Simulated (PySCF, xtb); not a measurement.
aminosilylcyclopropane (C3H9NSi), SMILES N[SiH2]C1CC1.

GFN2-xTB run with xtb at its own geometry gives an orbital gap of 5.73 eV and a dipole moment of 1.33 D.

Geometry optimised at B3LYP-D3(BJ)/def2-SVP. One conformer was computed; it need not be the lowest.

**Question.** What does PySCF with M06-2X/def2-TZVP give? (An estimate is asked for; the answer gives what the named calculation found.)

**Answer.** gap 9.68 eV (levels -8.45 and 1.23 eV), dipole 1.54 D.
